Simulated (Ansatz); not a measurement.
## Isomers

Structures of BSiH4I, closed shell, relaxed at PBE0-D4/def2-TZVP (vibrations not checked; lower isomers may exist, and structures with a doubtful reference or unclear bonds are left out). Ansatz 0.2.0; basis: def2-TZVPP; cores frozen in the correlated methods. Filled d shells of the heavier atoms are correlated. Core potentials replace the inner electrons of the atoms past krypton. The def2 sets are not built for correlating such inner shells, so the correlated values are less sure here. B3LYP uses VWN-RPA correlation.

Rank them by CCSD(T) energy, lowest first, and give each one's height above the lowest. Links in brackets join atoms within 1.22 times the sum of their covalent radii (1.1 for two metals). (An estimate is asked for; the value comes from the calculation.)
A.
BSiH₄I ([BH2][SiH2][I])
```
7
angstrom
B -1.0716 0.0511 -0.6690
Si 0.6482 0.1408 0.3605
I 1.3366 -2.0101 1.3123
H -1.7121 -0.9472 -0.7919
H -1.4716 1.0555 -1.1820
H 0.5168 1.1020 1.4893
H 1.7537 0.6079 -0.5194
```
B.
BSiH₄I ([BH2][SiH][IH])
```
7
angstrom
B -0.9272 -0.1239 -0.3461
Si 0.9223 0.4162 -0.0171
I 1.8773 -1.8280 1.0509
H -1.2982 -1.2454 -0.5479
H -1.7128 0.7595 -0.5634
H 0.8817 1.1236 1.3113
H 0.8295 -2.4674 2.1295
```
C.
BSiH₄I ([SiH3][BH][I])
```
7
angstrom
Si -0.7055 0.4958 -0.2440
B 0.7613 -0.6593 0.4913
I 2.5413 -0.9891 -0.5835
H -1.9537 -0.3138 -0.3414
H -0.3868 1.0608 -1.5801
H -0.9639 1.6126 0.7093
H 0.7073 -1.2070 1.5483
```

By the calculation: C (0.0 kJ/mol), A (4.7 kJ/mol), B (251.7 kJ/mol). Heights count from the lowest.

Do PBE-D4, r2SCAN-D4, PBE0-D4, B3LYP-D4, wB97M-V, HF, MP2 give the same order? (A judgement: the text doesn't fix the answer.)

By the calculation: Lowest first: PBE0-D4 A < C < B; B3LYP-D4 A < C < B; wB97M-V A < C < B; HF A < C < B. The others agree with CCSD(T).

No T1 diagnostic of these runs exceeds 0.016.

For scale, one of the runs: CCSD(T)/def2-TZVPP, 179 basis functions, launched by `ansatz run in.yaml --threads 2 --pin off --events-out ev --progress --plain --max-ram 4352MiB`. Time: 73 s of wall clock on 2 CPU threads of an Arm Neoverse V2; the host was shared. Peak host memory: 1.8 GiB.
